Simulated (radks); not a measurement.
Question: The mean radii <r> (bohr) of the occupied orbitals of an atom or ion are listed with their occupations. Method: Dirac Kohn-Sham, LDA (Slater exchange, Perdew-Wang correlation), spin-unpolarised, spherical densities, point nucleus; computed with a radial shooting solver on a logarithmic mesh with Libxc functionals.

orbital  occ.      <r>
1s1/2       2  0.03347
2s1/2       2   0.1442
2p1/2       2   0.1226
2p3/2       4   0.1272
3s1/2       2   0.3637
3p1/2       2   0.3496
3p3/2       4   0.3572

Name the element and its charge. Open shells, if any, fill j = l - 1/2 first.

Answer: Z = 44, ruthenium, charge +26: Ru26+ in [Ar]. The 1s radius gives Z: for a bare nucleus <r> = (2 gamma + 1)/(2Z) with gamma = sqrt(1 - (Z/c)^2), 0.03289 bohr for Z = 44, and screening makes it slightly larger (0.03347 here). The occupations add up to 18, and the charge is Z minus that.
